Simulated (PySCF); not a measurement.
# Predicted spectroscopic data

- shielding tensors at PBE0/pcSseg-1 (GIAO)
- GFN2-xTB geometry
- run in PySCF 2.14
- fast rotation and ring inversion assumed for equivalent nuclei, one computed conformer, non-relativistic, in vacuum

Referencing at the same level of theory: $^{1}$H (σref 31.72), $^{13}$C (σref 186.93) vs TMS. Where no couplings were computed, multiplicities follow the n + 1 count of equivalent neighbours, and m marks all less simple cases (inequivalent or close neighbours, rings, F or P nearby). Shifts are as computed. Against solution values, carbons near 30 ppm lie about +3 ppm off and those near 130 ppm about +5 ppm. Of 1211 compounds with measured shifts, 218 miss one by over three times the rms of a fit or turn the order of signals round; such compounds aren't used in these exercises. OH and NH positions are gas-phase values without hydrogen bonding to other molecules.

**1.** SMILES C#C[Si@@]1(Cl)CCC[Si@@H](O)C1, C₆H₁₁ClOSi₂. $^{1}$H NMR (500 MHz, computed): δ 5.29 (m, 1H), 2.06 (s, 1H), 2.05 (m, 1H), 1.54 (m, 1H), 1.17 (m, 1H), 1.12 (br s, 1H), 1.01 (m, 1H), 0.92 (m, 1H), 0.68 (m, 1H), 0.57 (m, 1H), 0.33 (m, 1H). $^{13}$C{$^{1}$H} NMR (computed): δ 102.5, 91.2, 24.1, 21.0, 18.8, 10.1.

**2.** SMILES C=C/C=C\C(=C)O[SiH3], C₆H₁₀OSi. $^{1}$H NMR (500 MHz, computed): δ 8.16 (m, 1H), 6.25 (m, 1H), 5.86 (d, 1H), 5.52 (m, 1H), 5.51 (m, 1H), 5.03 (s, 3H), 4.60 (br s, 1H), 4.36 (br s, 1H). $^{13}$C{$^{1}$H} NMR (computed): δ 166.6, 142.5, 139.6, 131.4, 127.4, 100.3.
